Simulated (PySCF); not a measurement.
# Diatomics of Sb with the second period

r²SCAN with double-zeta basis sets in PySCF, for the lowest determinant that a PBE0 search found; no spin–orbit coupling. De refers to high-spin ground-configuration atoms. A positive dipole means M(−)Sb(+).

```tsv
M	basis	state (unpaired electrons)	Re (Å)	ωe (cm⁻¹)	De (eV)	μ (D)
Li	def2-SVP	triplet (π ↑↑)	2.632	390	1.57	-6.71
Be	x2c-SVPall	quartet (σ ↑, π ↑↑)	2.414	457	1.39	0.24
B	x2c-SVPall	triplet (σ ↑, π ↑)	2.058	705	2.69	0.66
O	x2c-SVPall	doublet (π ↑)	1.844	840	3.81	3.26
F	def2-SVP	triplet (π ↑↑)	1.950	618	3.92	2.44
```

The shortest bond is that of SbO (1.844 Å), the longest that of LiSb (2.632 Å).

The rows differ in basis set, which adds steps of its own.

The state changes along the series, so neighbouring rows are not always alike in their bonding.

These are scalar-relativistic numbers at best; spin–orbit coupling would shift them, the dissociation energy most. States were picked by a PBE0 search and need not be the measured ground states.
